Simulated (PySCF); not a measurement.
Two species compared at the same levels of theory.

First species: C₆H₈O₂Si.
SMILES: `CC(=O)C1=C[SiH2]C=CO1`

Second species: C₇H₉N₃.
SMILES: `c1(C#C)nnn(c1)CCC`

Levels: PBE0/pcSseg-1 for dipole moment, HOMO energy, LUMO energy and HOMO–LUMO gap; GFN2-xTB for rotational constant A and rotational constant C. Geometries: GFN2-xTB. Each species is one conformer at its optimised geometry, gas phase, non-relativistic unless stated; the electronic structure was computed with PySCF and density fitting.

Dipoles, sizes and rotational constants follow the conformer. The torsions of the flexible species, by atom-mapped SMILES:
- `[CH3:1][C:2](=[O:3])[C:4]1=[CH:5][SiH2:6][CH:7]=[CH:8][O:9]1`: C1–C2–C4–C5 180°
- `[CH:1]#[C:2][c:3]1[cH:4][n:5]([CH2:6][CH2:7][CH3:8])[n:9][n:10]1`: C4–N5–C6–C7 96°, N5–C6–C7–C8 -65°

Values for the first species:

- Dipole moment: 2.93 D
- HOMO energy: -7.09 eV
- LUMO energy: -1.82 eV
- HOMO–LUMO gap: 5.27 eV
- Rotational constant A: 2.805 GHz
- Rotational constant C: 0.737 GHz

Problem. Estimate the same properties for the second species, and the change in each.

Solution. 
```csv
property,first,second,second less first
dipole moment,2.93 D,4.96 D,+2.03 D
HOMO energy,-7.09 eV,-7.00 eV,+0.09 eV
LUMO energy,-1.82 eV,-0.44 eV,+1.38 eV
HOMO–LUMO gap,5.27 eV,6.56 eV,+1.29 eV
rotational constant A,2.805 GHz,3.212 GHz,+0.407 GHz
rotational constant C,0.737 GHz,0.680 GHz,-0.057 GHz
```

On the first: A dipole of 2.93 D is allowed in Cs, and pure rotational transitions are dipole-allowed. The dipole matches unit charges of opposite sign 0.61 Å apart (1 e·Å = 4.8032 D).

On the second: In atomic units the dipole is 1.95 e·bohr (1 au = 2.5417 D).
